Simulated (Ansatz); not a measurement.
Pulling on the C2–H7 bond in C2H6Ge (SMILES C=[CH][GeH3]) (multiplicity 1 held, fragments rigid). Energies count from the point at 1.087 Å.
Geometry at that point (charge 0, multiplicity 1):
```json
[
 {"atom": "Ge", "x (Å)": "0.6675", "y (Å)": "-0.2297", "z (Å)": "-0.1139"},
 {"atom": "C", "x (Å)": "-1.0351", "y (Å)": "0.7164", "z (Å)": "-0.1529"},
 {"atom": "C", "x (Å)": "-2.0617", "y (Å)": "0.4047", "z (Å)": "0.6306"},
 {"atom": "H", "x (Å)": "0.9740", "y (Å)": "-0.8473", "z (Å)": "-1.4915"},
 {"atom": "H", "x (Å)": "0.5865", "y (Å)": "-1.3438", "z (Å)": "0.9445"},
 {"atom": "H", "x (Å)": "1.8143", "y (Å)": "0.7362", "z (Å)": "0.2397"},
 {"atom": "H", "x (Å)": "-1.1413", "y (Å)": "1.5395", "z (Å)": "-0.8542"},
 {"atom": "H", "x (Å)": "-3.0008", "y (Å)": "0.9473", "z (Å)": "0.5901"},
 {"atom": "H", "x (Å)": "-2.0124", "y (Å)": "-0.4068", "z (Å)": "1.3489"}
]
```

Signs of static correlation in cc-pVDZ, with CASSCF(2,2), from Ansatz (a first-principles code) runs.

| R (Å) | T1 of restricted CCSD | ⟨S²⟩ of UHF | largest double amplitude of restricted CCSD | weight of the CASSCF reference in MRCISD | CASSCF natural occupations |
|---|---|---|---|---|---|
| 0.869 | 0.011 | 0.000 | 0.103 | 0.875 | 1.99 0.01 |
| 0.978 | 0.011 | 0.000 | 0.102 | 0.874 | 1.99 0.01 |
| 1.087 | 0.011 | 0.000 | 0.102 | 0.874 | 1.98 0.02 |
| 1.195 | 0.011 | 0.000 | 0.101 | 0.874 | 1.98 0.02 |
| 1.304 | 0.011 | 0.000 | 0.101 | 0.873 | 1.97 0.03 |
| 1.467 | 0.011 | 0.000 | 0.100 | 0.873 | 1.95 0.05 |
| 1.630 | 0.013 | 0.147 | 0.100 | 0.873 | 1.91 0.09 |
| 1.901 | 0.016 | 0.746 | … | 0.872 | 1.83 0.17 |
| 2.173 | 0.023 | 1.007 | 0.287 | 0.872 | 1.71 0.29 |
| 2.499 | 0.034 | 1.136 | 0.416 | 0.872 | 1.53 0.47 |
| 2.934 | … | 1.194 | 0.584 | 0.872 | 1.32 0.68 |
| 3.477 | 0.063 | 1.212 | 0.750 | 0.872 | 1.15 0.85 |

Q: What belongs in the gaps?

A: 
- 1.901, largest double amplitude of restricted CCSD: 0.184
- 2.934, T1 of restricted CCSD: 0.049

Doubts at one or more of the structures used: a restricted determinant that unrestricted orbitals would lower (R-CCSD(T)/cc-pVDZ); other coupled-cluster roots lie near (R-CCSD(T)/cc-pVDZ); T1 above 0.05 (R-CCSD(T)/cc-pVDZ, U-CCSD(T)/cc-pVDZ); a spin-contaminated determinant (U-CCSD(T)/cc-pVDZ); the program's own flag: large difference (U-CCSD(T)/cc-pVDZ).
